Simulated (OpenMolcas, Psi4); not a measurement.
How basis sets differ on GaSiH4OF (SMILES [F][GaH][O][SiH3])

GaSiH4OF has 8 atoms, charge 0, and is taken as a singlet. As SMILES, `[F][GaH][O][SiH3]`. Geometry: relaxed at PBE0-D4/def2-TZVP. This is one conformer, not always the lowest.

```xyz
8

F     0.8571    1.4720    1.8462
Ga    1.3239    1.2202    0.1775
O     0.3222    0.0248   -0.6440
Si   -0.9528   -0.9458   -0.2991
H     2.4931    1.9842   -0.4631
H    -1.2875   -1.7172   -1.5232
H    -0.6186   -1.8943    0.7969
H    -2.1373   -0.1438    0.1088
```

Each level gives the dipole moment (D). The values are calculated.

| level | kind | program | value (D) | CPU time |
| --- | --- | --- | --- | --- |
| HF/ANO-R0 (sfX2C) | Hartree–Fock | OpenMolcas | 0.91 | 8.4 s |
| HF/ANO-RCC-MB (DKH2) | Hartree–Fock | OpenMolcas | 1.40 | 9.3 s |
| HF/ANO-S-MB | Hartree–Fock | OpenMolcas | 1.39 | 4.5 s |
| HF/STO-3G | Hartree–Fock | OpenMolcas | 0.48 | 3.2 s |
| HF/3-21G | Hartree–Fock | OpenMolcas | 1.44 | 3.8 s |
| HF/6-31G* (spherical functions) | Hartree–Fock | Psi4 | 1.82 | 14 s |

All-electron rows without a relativistic Hamiltonian named are non-relativistic. The values span 0.48 to 1.82 D. Magnitudes only. Sets without polarisation functions give poor dipoles. CPU times are rough (shared hosts, several kinds of processor and program).
